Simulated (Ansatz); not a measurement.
Species: MgF, charge 0, doublet. MgF (SMILES [F][Mg], doublet).
B3LYP-D3(BJ)/def2-TZVP minimum from Ansatz (a first-principles code):
```xyz
2

Mg     0.0000     0.0000    -0.7587
F      0.0000     0.0000     1.0116
```
Charge 0, spin multiplicity 2.

Total energies in def2-QZVPP, 9 correlated electrons, 6 frozen orbitals. Open shells are spin-unrestricted; no spin-orbit coupling. Correlated methods leave the cores frozen. No relativity. The spin of FMg ([F][Mg], doublet) was assumed, and the state is the lowest solution found for it.

```
method    program  energy (Eh)  minus CCSDT(Q) (mEh)
--------  -------  -----------  --------------------
HF         Ansatz   -299.15754                310.63
MP2        Ansatz   -299.46182                  6.35
CCSD       Ansatz   -299.45828                  9.90
CCSD(T)    Ansatz   -299.46782                  0.36
CCSDT(Q)   Ansatz   -299.46817                  0.00
```

Rough core times of Ansatz's runs on a shared machine: CCSD(T) 20 s, CCSDT(Q) 20 min.
